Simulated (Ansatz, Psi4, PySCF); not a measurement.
C$_{3}$H$_{3}$ (SMILES C#C[CH2]), doublet, geometry from GFN2-xTB. Base run: PySCF with B97M-V/cc-pVDZ.

Geometry (Å):
```xyz
6

C      0.0012     0.0100     0.1104
C      0.0139     0.1204     1.3246
C     -0.0130    -0.1123    -1.2359
H      0.0248     0.2153     2.3686
H      0.9023    -0.2456    -1.7837
H     -0.9396    -0.0783    -1.7796
```
Charge 0, spin multiplicity 2.
Orbitals are unrestricted.
All else is at PySCF's defaults.

The same geometry, method and basis name were run in Ansatz (a program for electronic structure) and Psi4 and PySCF, at each program's defaults and at the settings that a row names. The base is PySCF at its defaults. Differences at the defaults can come from grids, fitting, cores and function types together.

```json
[
 {"code and settings": "PySCF, defaults (exact integrals, its default grid, spherical functions)", "ΔE vs base (µEh)": "0.0", "basis functions": "57", "E (Eh)": "-116.01121", "SCF cycles": "11", "dipole (D)": "0.07"},
 {"code and settings": "Psi4, defaults (density fitting with its default set, its default grid, spherical functions)", "ΔE vs base (µEh)": "-44.4", "basis functions": "57", "E (Eh)": "-116.01125", "SCF cycles": "10", "dipole (D)": "0.07"},
 {"code and settings": "Ansatz, defaults (factorised integrals, its default grid, spherical functions)", "ΔE vs base (µEh)": "2.8", "basis functions": "57", "E (Eh)": "-116.01120", "SCF cycles": "-", "dipole (D)": "-"},
 {"code and settings": "PySCF, density fitting with def2-universal-jkfit", "ΔE vs base (µEh)": "-36.9", "basis functions": "57", "E (Eh)": "-116.01124", "SCF cycles": "11", "dipole (D)": "0.07"},
 {"code and settings": "PySCF, fine grid", "ΔE vs base (µEh)": "3.1", "basis functions": "57", "E (Eh)": "-116.01120", "SCF cycles": "11", "dipole (D)": "0.07"},
 {"code and settings": "Psi4, exact integrals, spherical functions, fine grid", "ΔE vs base (µEh)": "1.7", "basis functions": "57", "E (Eh)": "-116.01120", "SCF cycles": "14", "dipole (D)": "0.07"},
 {"code and settings": "Ansatz, high accuracy", "ΔE vs base (µEh)": "3.1", "basis functions": "57", "E (Eh)": "-116.01120", "SCF cycles": "-", "dipole (D)": "-"}
]
```

Open shells are given as the SCF converged; they aren't shown to be the lowest states, and a large step between rows can be another state.
